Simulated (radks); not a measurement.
Results of a calculation; reference values are marked as such.
Q: Species: the lutetium ion Lu+. Configuration: [Xe] 4f14 6s2 (the NIST ground configuration). Code: a radial shooting solver on a logarithmic mesh with Libxc functionals. Model: scalar-relativistic Kohn-Sham, PBE, spin-polarised, spherical densities, point nucleus. Some entries of the table are withheld. Estimate them.

| orbital | occ. | eigenvalue (eV) | <r> (bohr) | <1/r> (bohr^-1) |
|---|---|---|---|---|
| 1s | 2 | -63255.36 | 0.01932 | 82.24 |
| 2s | 2 | -10774.83 | 0.08183 | (1) |
| 2p | 6 | -9479.161 | 0.07292 | 17.55 |
| 3s | 2 | -2448.617 | 0.2126 | 7.093 |
| 3p | 6 | -2059.875 | 0.2123 | 6.589 |
| 3d | 10 | -1593.538 | 0.1925 | 6.237 |
| 4s | 2 | -494.5226 | 0.4779 | 3.000 |
| 4p | 6 | -367.0037 | 0.5079 | 2.734 |
| 4d | 10 | -200.7571 | 0.5476 | 2.420 |
| 5s | 2 | -69.9709 | 1.169 | (2) |
| 5p | 6 | -40.4152 | 1.384 | 0.9427 |
| 4f | 14 | -18.4734 | 0.7212 | 1.829 |
| 6s | 2 | -11.0507 | 3.265 | (3) |

A: 
(1) 2s <1/r> (bohr^-1): 19.19
(2) 5s <1/r> (bohr^-1): 1.136
(3) 6s <1/r> (bohr^-1): 0.3849
